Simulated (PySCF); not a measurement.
Where the electron goes

C₆H₁₃OP.
Z-matrix (Å and degrees, PBE0-D3(BJ)/def2-SVP geometry), rows numbered from 1:
```
C 
C   1  1.5197
C   2  1.5356  1  115.28
C   3  1.5285  2  108.16  1  -157.86
C   4  1.5304  3  107.58  2    48.97
C   5  1.5181  4  116.12  3  -165.35
P   5  1.8424  4  104.20  3   -37.91
O   7  1.4972  2  117.28  1    10.48
H   1  1.1002  2  110.76  3    63.58
H   1  1.0999  2  111.58  3  -177.33
H   1  1.1014  2  110.78  3   -56.86
H   2  1.1043  1  110.09  3   123.26
H   3  1.1012  2  111.35  1    78.45
H   3  1.1045  2  108.99  1   -39.03
H   4  1.1053  3  109.84  2   -70.17
H   4  1.1017  3  112.08  2   171.55
H   5  1.1059  4  108.85  3    70.39
H   6  1.1005  5  111.24  4  -178.98
H   6  1.1021  5  111.32  4    60.71
H   6  1.1014  5  111.00  4   -59.06
H   7  1.4337  2  104.58  1  -118.10
```

Method: TDDFT wB97X-D/def2-SVPD, vertical, gas phase, core orbitals frozen in the response in PySCF.

Frontier orbitals with the atoms that hold most of them (Löwdin shares over 4%, at most four atoms; ? is withheld):

| orbital | ε (eV) | atoms |
| --- | --- | --- |
| HOMO-3 | -11.47 | C3 16%, C2 14%, C4 13%, C1 7% |
| HOMO-2 | -11.43 | O8 16%, C5 14%, C1 10%, P7 10% |
| HOMO-1 | -9.52 | ? |
| HOMO | ? | O8 49%, P7 14%, C5 11%, C2 11% |
| LUMO | 2.09 | ? |
| LUMO+1 | 2.24 | P7 14%, C1 12%, C2 10%, H12 10% |
| LUMO+2 | 2.65 | H17 10%, H14 10%, H21 9%, O8 8% |

Task: Give the leading atoms of the HOMO-1.

Result: O8 (bonded to P) 61%; P7 (bonded to 2 C, O and H) 17%; H21 (bonded to P) 9%.

Task: Which atoms hold the LUMO, and with what shares?

Result: C4 (bonded to 2 C and 2 H) 13%; H15 (bonded to C) 10%; C6 (bonded to C and 3 H) 9%; H21 (bonded to P) 8%. By element: carbon 22% or more, hydrogen 18% or more.

Task: What is the HOMO energy, and the HOMO–LUMO gap?

Result: ε(HOMO) = -9.22 eV; the gap is 11.31 eV (0.4157 hartree).

Task: The HOMO–LUMO gap is 11.31 eV. Where does the response calculation put the lowest singlet, and from which orbitals?

Result: S1 is at 6.86 eV (f = 0.012), 4.45 eV below the gap, made of HOMO→LUMO+1 (57%), HOMO→LUMO+3 (10%), HOMO→LUMO (10%). Its leading pair isn't HOMO and LUMO; the energies of that pair differ by 11.46 eV. Without the coupling terms of the response equations the lowest excitation would equal the gap.

Next come S2 at 7.06 eV (f 0.0083), HOMO-1→LUMO+1 (60%), HOMO-1→LUMO+3 (10%); S3 at 7.29 eV (f 0.0007), HOMO→LUMO (54%), HOMO→LUMO+1 (17%), HOMO→LUMO+5 (11%); S4 at 7.65 eV (f 0.036), HOMO-1→LUMO (44%), HOMO-1→LUMO+5 (15%); S5 at 7.74 eV (f 0.0092), HOMO-1→LUMO+4 (22%), HOMO-1→LUMO+3 (14%), HOMO-1→LUMO+2 (11%).

Löwdin shares depend on the basis, the more so with diffuse functions.

One conformer stands for the species.
